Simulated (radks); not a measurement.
Effect of the nuclear size on the cobalt ion Co22+, [He] 2s2 2p1. Method: Dirac Kohn-Sham, PBE, spin-unpolarised, spherical densities, finite nucleus; open shells fill j = l - 1/2 first; Fermi nuclear charge, rms radius 3.7875 fm; computed with a radial shooting solver on a logarithmic mesh with Libxc functionals. The rms radius is varied about that value; shifts are against it.

rms radius (fm)  total energy shift (eV)  density at nucleus (e/bohr^3)  1s1/2 shift (meV)  2s1/2 shift (meV)  2p1/2 shift (meV)  3s1/2 (empty) shift (meV)  3p1/2 (empty) shift (meV)
3.2913                           -0.0334                      1.751e+04              -14.1              -1.57              0.131                     -0.427                      0.037
3.5678                           -0.0153                      1.745e+04              -6.48             -0.720              0.060                     -0.196                      0.017
3.7875                                 0                       1.74e+04              0.000              0.000              0.000                      0.000                      0.000
3.9731                            0.0136                      1.736e+04               5.76              0.640             -0.054                      0.174                     -0.015
4.6624                            0.0697                      1.724e+04               29.5               3.27             -0.274                      0.891                     -0.077

Slopes of the eigenvalues against <r^2> in GHz/fm^2, as finite differences over the two radii next to the reference (eigenvalue slopes, not the field-shift constants of lines): 1s1/2 968, 2s1/2 108, 2p1/2 -9.01, 3s1/2 (empty) 29.3, 3p1/2 (empty) -2.52.
